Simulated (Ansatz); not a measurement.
`C=C(F)[SeH]` + H₂Se → `[SeH][SeH]` + `C=CF` at 298.15 K and 1 bar (ligand exchange at the Se–C bond).

Isolated molecules relaxed with PBE0-D4/def2-TZVP in Ansatz; ΔE leaves out vibrations. CBS: MP2 limit from def2 TZ/QZ plus the TZ coupled-cluster correction, frozen cores. For Se outer-core shells are correlated without core-valence functions, which leaves a few kJ/mol of doubt a bond. Scalar relativity is left out up to krypton. Each species was taken in one conformer, which may not be the lowest.

| species | CCSD(T)/CBS energy (Eh) | H − E (kJ/mol) | S (J/(mol·K)) |
| --- | --- | --- | --- |
| `C=C(F)[SeH]` | -2578.36253 | 126.2 | 306.1 |
| H₂Se | -2401.89790 | 45.8 | 219.1 |
| `[SeH][SeH]` | -4802.61264 | 54.2 | 278.2 |
| `C=CF` | -177.66469 | 127.2 | 252.2 |

H − E and S are ideal-gas, rigid-rotor, harmonic terms from PBE0-D4/def2-TZVP, for one conformer and one mirror image of each species. 1 Eh = 2625.50 kJ/mol, R = 8.31446 J/(mol·K).

Q: By hand: ΔE, ΔH, ΔS and ΔG.

A: ΔE = (-4802.61264) + (-177.66469) − (-2578.36253) − (-2401.89790) = -0.01690 Eh = -44.4 kJ/mol. Δ(H − E) = 54.2 + 127.2 − 126.2 − 45.8 = 9.4, so ΔH = -35.0 kJ/mol. ΔS = 278.2 + 252.2 − 306.1 − 219.1 = 5.2 J/(mol·K). ΔG = -35.0 − 298.15 × (5.2)/1000 = -36.6 kJ/mol.

Q: By hand: the equilibrium constant, and the temperature at which ΔG would vanish if ΔH and ΔS stayed fixed.

A: log₁₀ K = −ΔG/(RT ln 10) = 6.4. ΔH and −TΔS have one sign here, so there is no such temperature.

The number of gas molecules stays the same, so ΔS is small and ΔH decides. A doubt of 5 kJ/mol in ΔE shifts log₁₀ K by 0.9 here. Other conformers and mirror images would add mixing entropy, several J/(mol·K) or more a flexible species. These are equilibria of isolated gas molecules and say nothing of rates. Largest T1 diagnostic: 0.012 (customary marks: 0.02 for closed shells, 0.045 for open ones).

ΔS is within the doubt of such terms, so its sign, and with it that verdict, could turn.
